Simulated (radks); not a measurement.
Results of a calculation; reference values are marked as such.
Isoelectronic series with 1 electrons, each ion in its NIST ground configuration. Code: a radial shooting solver on a logarithmic mesh with Libxc functionals. Model: Dirac Kohn-Sham, PBE, spin-unpolarised, spherical densities, finite nucleus; Fermi nuclear charge, rms radius of each element as measured or else 0.836 A^(1/3) + 0.57 fm. Total energies (hartree) and orbital eigenvalues (eV):

\begin{tabular}{lrrr}
ion & configuration & E (hartree) & 1s1/2 \\ \hline
H & 1s1 & -0.45893 & -6.4927 \\
Li2+ & 1s1 & -4.34457 & -98.9213 \\
B4+ & 1s1 & -12.23145 & -300.1626 \\
N6+ & 1s1 & -24.12622 & -610.4395 \\
F8+ & 1s1 & -40.03675 & -1029.965 \\
Al12+ & 1s1 & -83.94900 & -2197.939 \\
P14+ & 1s1 & -111.97926 & -2947.150 \\
Cl16+ & 1s1 & -144.08247 & -3807.144 \\
K18+ & 1s1 & -180.27978 & -4778.488 \\
Sc20+ & 1s1 & -220.59516 & -5861.828 \\
V22+ & 1s1 & -265.05556 & -7057.889 \\
Mn24+ & 1s1 & -313.69090 & -8367.479 \\
Co26+ & 1s1 & -366.53430 & -9791.491 \\
Cu28+ & 1s1 & -423.62207 & -11330.91 \\
Ga30+ & 1s1 & -484.99390 & -12986.79 \\
As32+ & 1s1 & -550.69306 & -14760.33 \\
\end{tabular}
